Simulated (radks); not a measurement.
Values are calculated unless marked as measured or tabulated.
Initial-state core-level shifts of the thallium ion Tl3+ when its valence configuration changes from [Xe] 4f14 5d10. Level of theory: scalar-relativistic Kohn-Sham, r2SCAN, spin-polarised, spherical densities, finite nucleus; open shells are filled with parallel spins first (spin-orbit coupling, left out, can overturn this in heavy ions); meta-GGA in the generalised Kohn-Sham scheme; Fermi nuclear charge, rms radius 5.4759 fm (a radial shooting solver on a logarithmic mesh with Libxc functionals). Shifts are changes of the shell-averaged eigenvalues in eV (positive: less bound); the change of the density at the nucleus, which sets a Mossbauer isomer shift, is in e/bohr^3, on a base of 2.718e+06.

valence                2s       3d       4s       4d  density at nucleus
4f12 5d10 6p2     -44.825  -48.598  -42.625  -40.004              +409.8
4f12 5d9 6p3      -51.745  -55.439  -49.296  -46.658              +441.7
4f12 5d10 6s2     -41.634  -45.375  -39.391  -36.782             +1084.8
4f13 5d10 6s1     -20.323  -22.165  -19.363  -18.083              +515.1
4f14 5d9 6p1       -6.593   -6.547   -6.457   -6.450               +23.8
4f12.5 5d9 6p2.5  -40.159  -42.897  -38.414  -36.452              +333.1
4f14 5d9 6s1       -4.907   -4.848   -4.752   -4.750              +335.8
4f13 5d10 6p1     -22.027  -23.883  -21.088  -19.803              +199.7
4f13.5 5d9.5 6p1  -14.257  -15.151  -13.750  -13.110              +111.0
